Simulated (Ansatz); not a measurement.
HNP (SMILES [NH+]#P) moved off its minimum; all values from Ansatz (a quantum-chemistry and plane-wave program), cores frozen in correlated methods.
(charge 1, multiplicity 1)
```xyz
3

N     -0.01475    -0.04880    -0.81149
P     -0.01206    -0.01815     0.47732
H     -0.00917     0.01051    -1.94798
```

Forces at r2SCAN/def2-TZVPP (eV/Å):

| atom | Fx | Fy | Fz |
|---|---|---|---|
| N1 | 0.000 | -0.034 | -25.638 |
| P2 | 0.033 | 0.386 | 21.739 |
| H3 | -0.033 | -0.352 | 3.899 |

Problem. Give the forces (eV/Å), the total energy and the dipole at CCSD(T)/aug-cc-pV(T+d)Z.

Solution. 
```
atom      Fx      Fy       Fz
----  ------  ------  -------
N1    -0.002  -0.051  -26.529
P2     0.035   0.406   22.559
H3    -0.033  -0.355    3.970
```
Energy -395.7954 hartree.
